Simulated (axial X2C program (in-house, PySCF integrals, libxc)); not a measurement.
## Worked dissociation energy of RuTe: PBE0, spin-free

Calculated with an in-house all-electron X2C program for linear molecules (integrals from PySCF). Spin-free means the one-electron spin-free X2C Hamiltonian. Basis: Te dyall-cv3z [11s12p8d4f1g], Ru dyall-cv3z [12s12p8d5f3g] (cores contracted in-house); Gaussian nuclei, density fitting, unrestricted open shells. Masses: Te 129.906 u, Ru 101.904 u.

Molecular state: M_S = 2, Λ = 2 (beyond evenly filled blocks: σα, π+α, π-α, δ+α, δ+β, δ-α).

- E(Te) (2M_S = 2, M_L = 0): -6793.441327 hartree
- E(Ru) (2M_S = 4, M_L = 2): -4530.051834 hartree
- E(RuTe) at Re: -11323.601488 hartree
- ωe: 280.8 cm⁻¹

**Question.** Work out De and D0.

**Answer.** De = -6793.441327 + (-4530.051834) − (-11323.601488) = 0.10833 hartree = 2.948 eV. The zero-point energy is ωe/2 = 140 cm⁻¹ = 0.017 eV, so D0 = 2.930 eV.

The state is a single determinant with fixed occupations, the lowest that a limited PBE0 search found. De is counted from the lowest determinant-based energies of the atoms at the same level, without counterpoise correction. Other states lie close and PBE0, whose exact exchange favours high spin, may order them wrongly; the determinant shown need not be the ground state. The nearest other spin-free determinant of the search, M_S = 2, Λ = 0, lies 0.25 eV up at the distance of the search. The functionals have no current-density term, which raises determinants with orbital currents, atoms included. Spin-free De lacks the spin–orbit lowering of the heavy p-block atom, a tenth of an eV or more for 4p and 5p, up to an eV for 6p and one to two eV for 7p atoms, less what an open-shell molecule gains itself.

Each atomic determinant is the lowest at this level and need not be a pure term. Totals compare only within one Hamiltonian and basis.
